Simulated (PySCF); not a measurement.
iminoborane (H₂BN), singlet, geometry from GFN2-xTB; CCSD(T)/6-311G** in PySCF.

The PySCF input:
```python
from pyscf import gto, scf, cc

mol = gto.M(
    atom='''
B     0.697434    0.017586    0.015856
N    -0.541988   -0.010755   -0.010437
H     1.836800    0.040376    0.037915
H    -1.530057   -0.053021   -0.044133
''',
    basis='6-311g**',
    charge=0,
    spin=0,
    verbose=4,
)

mf = scf.RHF(mol)
mf.kernel()

mycc = cc.CCSD(mf, frozen=2)
mycc.kernel()
et = mycc.ccsd_t()
print('E(CCSD(T)) = %.10f' % (mycc.e_tot + et))
```

**Question.** Predict the main parts of the log of this PySCF run.

**Answer.** 
```
PySCF version 2.14.0

[INPUT] verbose = 4
[INPUT] num. atoms = 4
[INPUT] num. electrons = 14
[INPUT] charge = 0
[INPUT] spin (= nelec alpha-beta = 2S) = 0
[INPUT] symmetry False subgroup None
[INPUT] Mole.unit = angstrom
[INPUT] Symbol           X                Y                Z      unit          X                Y                Z       unit  Magmom
[INPUT]  1 B      0.697434000000   0.017586000000   0.015856000000 AA    1.317959249960   0.033232723627   0.029963497431 Bohr   0.0
[INPUT]  2 N     -0.541988000000  -0.010755000000  -0.010437000000 AA   -1.024208882801  -0.020324004470  -0.019723071562 Bohr   0.0
[INPUT]  3 H      1.836800000000   0.040376000000   0.037915000000 AA    3.471048945601   0.076299582005   0.071648966013 Bohr   0.0
[INPUT]  4 H     -1.530057000000  -0.053021000000  -0.044133000000 AA   -2.891388684974  -0.100195168851  -0.083399283055 Bohr   0.0

nuclear repulsion = 23.9012593548287
number of shells = 24
number of NR pGTOs = 78
number of NR cGTOs = 48
basis = 6-311g**
ecp = {}

******** <class 'pyscf.scf.hf.RHF'> ********
method = RHF
initial guess = minao
damping factor = 0
level_shift factor = 0
DIIS = <class 'pyscf.scf.diis.CDIIS'>
diis_start_cycle = 1
diis_space = 8
diis_damp = 0
SCF conv_tol = 1e-09
SCF conv_tol_grad = None
SCF max_cycles = 50
direct_scf = True
direct_scf_tol = 1e-13
Set gradient conv threshold to 3.16228e-05
Initial guess from minao.
init E= -80.4033307842843
  HOMO = -0.357574607893687  LUMO = 0.0960929965123127  gap/eV = 12.34492
cycle= 1 E= -80.2718076315876  delta_E= 0.132  |g|= 0.376  |ddm|= 1.35
  HOMO = -0.373663135385528  LUMO = 0.167742681384292  gap/eV = 14.73240
cycle= 2 E= -80.3021109156411  delta_E= -0.0303  |g|= 0.253  |ddm|= 0.344
  HOMO = -0.429535566765131  LUMO = 0.165947576715313  gap/eV = 16.20392
cycle= 3 E= -80.3155015843772  delta_E= -0.0134  |g|= 0.042  |ddm|= 0.132
  HOMO = -0.423786899460117  LUMO = 0.170909800438263  gap/eV = 16.18252
cycle= 4 E= -80.3161684223981  delta_E= -0.000667  |g|= 0.00581  |ddm|= 0.0442
  HOMO = -0.423088393269641  LUMO = 0.171198724352168  gap/eV = 16.17138
cycle= 5 E= -80.3161837446419  delta_E= -1.53e-05  |g|= 0.00143  |ddm|= 0.00808
  HOMO = -0.423413067645381  LUMO = 0.170981817487901  gap/eV = 16.17431
cycle= 6 E= -80.3161845025511  delta_E= -7.58e-07  |g|= 0.00047  |ddm|= 0.00145
  HOMO = -0.423394874826694  LUMO = 0.171046020278892  gap/eV = 16.17556
cycle= 7 E= -80.3161845733235  delta_E= -7.08e-08  |g|= 6.02e-05  |ddm|= 0.000458
  HOMO = -0.423402706175532  LUMO = 0.171043659508747  gap/eV = 16.17571
cycle= 8 E= -80.3161845750219  delta_E= -1.7e-09  |g|= 7.46e-06  |ddm|= 8.4e-05
  HOMO = -0.423402336708263  LUMO = 0.171043666471623  gap/eV = 16.17570
cycle= 9 E= -80.3161845750479  delta_E= -2.6e-11  |g|= 7.88e-07  |ddm|= 1.98e-05
  HOMO = -0.42340236904074  LUMO = 0.171043648143206  gap/eV = 16.17570
Extra cycle  E= -80.3161845750483  delta_E= -3.84e-13  |g|= 2.92e-07  |ddm|= 1.53e-06
converged SCF energy = -80.3161845750483

******** <class 'pyscf.cc.ccsd.CCSD'> ********
CC2 = 0
CCSD nocc = 5, nmo = 46
frozen orbitals 2
max_cycle = 50
direct = 0
conv_tol = 1e-07
conv_tol_normt = 1e-05
diis_space = 6
diis_start_cycle = 0
diis_start_energy_diff = 1e+09
Init t2, MP2 energy = -80.58015784441  E_corr(MP2) -0.263973269361691
Init E_corr(CCSD) = -0.263973269361735
cycle = 1  E_corr(CCSD) = -0.266011383242881  dE = -0.00203811388  norm(t1,t2) = 0.0528979
cycle = 2  E_corr(CCSD) = -0.27524642312532  dE = -0.00923503988  norm(t1,t2) = 0.0187357
cycle = 3  E_corr(CCSD) = -0.275794626058011  dE = -0.000548202933  norm(t1,t2) = 0.00952948
cycle = 4  E_corr(CCSD) = -0.277416577476993  dE = -0.00162195142  norm(t1,t2) = 0.00429826
cycle = 5  E_corr(CCSD) = -0.277476870701372  dE = -6.02932244e-05  norm(t1,t2) = 0.000789966
cycle = 6  E_corr(CCSD) = -0.277393514347329  dE = 8.3356354e-05  norm(t1,t2) = 0.000186684
cycle = 7  E_corr(CCSD) = -0.277402371907545  dE = -8.85756022e-06  norm(t1,t2) = 4.12569e-05
cycle = 8  E_corr(CCSD) = -0.277402500817311  dE = -1.28909767e-07  norm(t1,t2) = 6.36761e-06
cycle = 9  E_corr(CCSD) = -0.277402096505836  dE = 4.04311475e-07  norm(t1,t2) = 1.9955e-06
cycle = 10  E_corr(CCSD) = -0.277402097780073  dE = -1.27423699e-09  norm(t1,t2) = 7.0257e-07
CCSD converged
E(CCSD) = -80.59358667282835  E_corr = -0.2774020977800735
CCSD(T) correction = -0.0114560247916368
E(CCSD(T)) = -80.6050426976
```
